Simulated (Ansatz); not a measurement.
Two isomers of CH7BFGeN: A = `B[N]([GeH3])CF`, B = `C[N]([GeH3])BF`.

Computed with Ansatz on PBE0-D4/def2-TZVP structures; ΔE is electronic, products minus reactants. CBS: MP2 limit from def2 TZ/QZ plus the TZ coupled-cluster correction, frozen cores. Functionals use def2-TZVPP. B3LYP here is the variant with VWN-RPA as its local correlation; programs differ in this. For Ge outer-core shells are correlated without core-valence functions, which leaves a few kJ/mol of doubt a bond. Scalar relativity is left out up to krypton. Each species was taken in one conformer, which may not be the lowest.

A:

```xyz
12

B     0.7753   -0.1975    1.4578
N     0.0394   -0.1166    0.2742
Ge    0.2048    1.3385   -0.8966
C    -0.8248   -1.1700   -0.1414
F    -0.3451   -1.7550   -1.3030
H     1.4899    0.7120    1.7676
H     0.6665   -1.1725    2.1467
H     1.2314    1.0150   -1.9881
H     0.6482    2.5366   -0.0544
H    -1.1864    1.5521   -1.5141
H    -0.8705   -1.9406    0.6307
H    -1.8287   -0.8019   -0.3793
```

B:

Z-matrix (Å, degrees):
```
C
N 1 1.452
H 1 1.095 2 111.5
H 1 1.091 2 110.0 3 -119.8
H 1 1.095 2 111.5 3 120.5
Ge 2 1.862 1 115.4 3 -60.3
B 2 1.393 1 120.9 3 119.7
H 6 1.539 2 107.2 1 58.7
H 6 1.527 2 109.6 1 -179.8
H 6 1.539 2 107.2 1 -58.3
F 7 1.341 2 120.3 1 -180.0
H 7 1.199 2 121.7 1 0.0
```

(1) Which isomer does CCSD(T)/CBS put lower? Give the gap. (Estimate.)

(2) Give E(B) − E(A) in kcal/mol with HF/def2-TZVPP, PBE-D4, PBE0-D4, B3LYP-D4, B2PLYP, B3LYP, CCSD/def2-TZVPP. (Best estimate.)

Largest T1 diagnostic: 0.013.

Results:

(1) Ansatz gave: B, by 46.4 kcal/mol.

(2) Computed: HF/def2-TZVPP -46.2, PBE-D4 -44.6, PBE0-D4 -45.5, B3LYP-D4 -45.6, B2PLYP -46.2, B3LYP -45.6, CCSD/def2-TZVPP -46.2. None reverses the order clearly.

From PBE to PBE0 (25 % exact exchange), in def2-TZVPP and without D4, E(B) − E(A) moves by −0.9 kcal/mol.
